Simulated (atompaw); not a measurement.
# Pseudopotential generation for W (Z = 74): PAW (atompaw), PBE, scalar-relativistic.

atompaw 4.2.0.5 input, output lines left out:

```
W 74
GGA-PBE scalarrelativistic loggrid 2001 logderivrange -8 5 326
6 6 5 4 0 0
6 1 0
5 2 4
0 0 0
c
c
c
c
v
v
c
c
c
v
v
c
c
v
v
3
1.90 1.65 1.25 1.60
n
n
y
0.7
n
y
1.7
n
custom polynom gramschmidtortho besselshape
4 0 troulliermartins
1.70
1.90
1.90
1.90
1.80
1.90
0.65
0.65
```

All-electron outer shells of the reference configuration (PBE, scalar-relativistic, ld1.x):

```json
{"shell": "4p", "level (eV)": "-423.68", "outermost node (bohr)": "0.24", "outermost maximum (bohr)": "0.44"}
{"shell": "4d", "level (eV)": "-238.43", "outermost node (bohr)": "0.22", "outermost maximum (bohr)": "0.45"}
{"shell": "5s", "level (eV)": "-79.07", "outermost node (bohr)": "0.53", "outermost maximum (bohr)": "0.96"}
{"shell": "5p", "level (eV)": "-43.20", "outermost node (bohr)": "0.57", "outermost maximum (bohr)": "1.09"}
{"shell": "4f", "level (eV)": "-33.21", "outermost node (bohr)": "–", "outermost maximum (bohr)": "0.43"}
{"shell": "6s", "level (eV)": "-5.71", "outermost node (bohr)": "1.28", "outermost maximum (bohr)": "2.67"}
{"shell": "5d", "level (eV)": "-4.48", "outermost node (bohr)": "0.63", "outermost maximum (bohr)": "1.49"}
{"shell": "6p", "level (eV)": "-1.36", "outermost node (bohr)": "1.54", "outermost maximum (bohr)": "3.75"}
```

Results:

| Item | Value |
| --- | --- |
| Ghost test | ghost state, extra bound levels that the all-electron valence spectrum of the same l lacks: s at -26.1 eV; a true bound ghost makes a file unfit for plane-wave use (spherical-Bessel basis up to 400 Ry, 20 bohr box) |
| Lowest eigenvalue of the overlap operator | 0.54 (s channel) |
| Overlap eigenvalues printed by atompaw (projector basis) | 0.364, 0.393, 1.4, 2.24, 2.45, 8.84, 65.6, 130 |
| Share of each valence orbital outside the PAW sphere | 5s 2 %, 6s 90 %, 5p 8 %, 6p 97 %, 5d 49 %, 4f 0 % |

Generation and tests took about 16 s on one core of a shared server CPU.
